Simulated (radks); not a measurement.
Problem. Dipole-allowed excitations along the series with 36 electrons in [Kr]. All-electron calculation, scalar-relativistic Kohn-Sham, LDA (Slater exchange, VWN5 correlation), spin-polarised, spherical densities, finite nucleus; Fermi nuclear charge, rms radius of each element as measured or else 0.836 A^(1/3) + 0.57 fm. Program: a radial shooting solver on a logarithmic mesh with Libxc functionals. Time-dependent linear response with the Hartree and adiabatic LDA kernel, continuum included through the Sternheimer equations, no spin-orbit coupling, so fine structure and intercombination lines are absent. Lines are the poles of the dipole polarisability below minus the highest occupied eigenvalue, found on a grid refined at the orbital gaps; the lowest seven at most are given, and weak or close lines can be missed. The first line takes the name of the lowest orbital gap if no other gap lies below it; otherwise a line is named after a gap within 0.6 % of it, if that gap stands alone.

species  -e(HOMO) (eV)  lowest orbital gap (eV)  first line (eV)     f  static alpha (bohr^3)
Xe18+           540.37             4p-4d 90.679   112.19 (4p-4d)  4.10                 0.2734
Cs19+           587.49             4p-4d 95.050   117.36 (4p-4d)  4.01                 0.2444
Ba20+           636.44             4p-4d 99.481   122.59 (4p-4d)  3.93                 0.2194
La21+           687.22             4p-4d 103.98   127.87 (4p-4d)  3.85                 0.1976
Ce22+           739.81             4p-4d 108.54   133.23 (4p-4d)  3.78                 0.1785

Estimate the first line of I17+, its oscillator strength and the static polarisability.

Solution. 107.07 eV (4p-4d), f = 4.19, alpha = 0.3071 bohr^3.
